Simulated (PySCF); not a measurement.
Gas-phase reaction: Te(CH3)2 + C4H2 = H2Te + C6H6

Method: PySCF energies plus ideal-gas RRHO corrections (1 bar). † marks an energy on the PBE0/def2-TZVP geometry and frequencies; other levels use their own. MP2 and CCSD(T) freeze the core. All species are closed-shell singlets. B3LYP is the form with VWN-RPA correlation. Te: scalar-relativistic def2 core potential, no spin-orbit coupling. MP2 isn't extrapolated to the basis-set limit; its ΔH°(298 K) is -374.9 kJ in def2-SVP and -335.7 kJ in def2-TZVPP. CCSD(T) isn't extrapolated to the basis-set limit. The harmonic model lacks anharmonicity and excited electronic states, which grow with temperature; levels with a mode under 35 cm⁻¹ are left out. Soft modes under 120 cm⁻¹ make the harmonic entropy rough for Te(CH3)2.

```csv
level,"ΔE electronic, kJ","ΔH°(298 K), kJ","ΔS°(298 K), J/K","ΔG°(1200 K), kJ"
B3LYP/def2-TZVP†,-334,-336,-64,-242
BLYP/def2-TZVP†,-307,-310,-64,-216
CCSD(T)/def2-SVP†,-375,-377,-64,-283
HF/def2-TZVP†,-347,-349,-64,-255
MP2/def2-SVP†,-373,-375,-64,-281
MP2/def2-TZVPP†,-334,-336,-64,-242
PBE/def2-TZVP†,-346,-348,-64,-254
PBE0/def2-TZVP,-369,-372,-64,-278
r2SCAN/def2-TZVP†,-357,-359,-64,-265
LDA/def2-TZVP†,-404,-406,-64,-312
ωB97X-V/def2-TZVP†,-363,-365,-64,-271
```
ΔH° is lowest at LDA/def2-TZVP† and highest at BLYP/def2-TZVP†. No reference value is set beside these.
